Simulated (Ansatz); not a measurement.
[NbF6]- (NbF₆⁻). The state is a singlet with charge -1. Geometry PBE0-D4/def2-SVPD.

```csv
atom,x (Å),y (Å),z (Å)
Nb1,0.0000,0.0000,0.0000
F2,0.1698,1.8447,-0.4433
F3,-0.1699,-1.8447,0.4434
F4,-0.4131,0.4705,1.7990
F5,0.4131,-0.4703,-1.7991
F6,1.8518,-0.0644,0.4421
F7,-1.8517,0.0642,-0.4420
```

In the def2 sets Nb takes a core potential, while STO-3G treats all electrons; there is no spin–orbit coupling.

**Question.** Estimate the orbital energies around the gap (eV) in Ansatz with HF/STO-3G, PBE-D4/def2-TZVPD, r2SCAN-D4/def2-TZVPD, B97M-V/def2-TZVPD, PBE0-D4/def2-SVPD.

**Answer.** 
```
orbital  HF/STO-3G  PBE-D4/def2-TZVPD  r2SCAN-D4/def2-TZVPD  B97M-V/def2-TZVPD  PBE0-D4/def2-SVPD
 HOMO−9      -6.27              -5.34                 -5.83              -6.01              -7.58
 HOMO−8      -4.91              -4.89                 -5.38              -5.55              -7.10
 HOMO−7      -4.91              -4.89                 -5.38              -5.55              -7.10
 HOMO−6      -4.91              -4.89                 -5.38              -5.55              -7.10
 HOMO−5      -4.77              -4.87                 -5.36              -5.50              -7.08
 HOMO−4      -4.77              -4.87                 -5.36              -5.50              -7.08
 HOMO−3      -4.77              -4.87                 -5.36              -5.50              -7.08
 HOMO−2      -4.16              -4.33                 -4.81              -4.96              -6.52
 HOMO−1      -4.16              -4.33                 -4.81              -4.96              -6.52
   HOMO      -4.16              -4.33                 -4.81              -4.96              -6.52
   LUMO      12.06               1.53                  1.56               1.56               2.05
 LUMO+1      12.06               1.53                  1.56               1.56               2.05
 LUMO+2      12.06               1.53                  1.56               1.56               2.05
 LUMO+3      19.40               3.43                  4.05               3.54               4.15
 LUMO+4      19.40               3.86                  4.32               3.93               4.75
 LUMO+5      20.88               3.86                  4.32               3.93               4.75
```
